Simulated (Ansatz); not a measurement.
Q: Name a neutral molecule of C, O, Sc and H with size of the dipole moment (PBE/def2-TZVPP) between 2.15 and 2.45 D and HOMO–LUMO gap (PBE/def2-TZVPP) between 2.75 and 3.05 eV (Ansatz, PBE0-D4/def2-TZVP geometry).

A: `[CH3][Sc]([OH])[OH]` (2.18 D, 2.82 eV). Other molecules can fit too; these were computed, each in one conformer that needn't be the lowest.
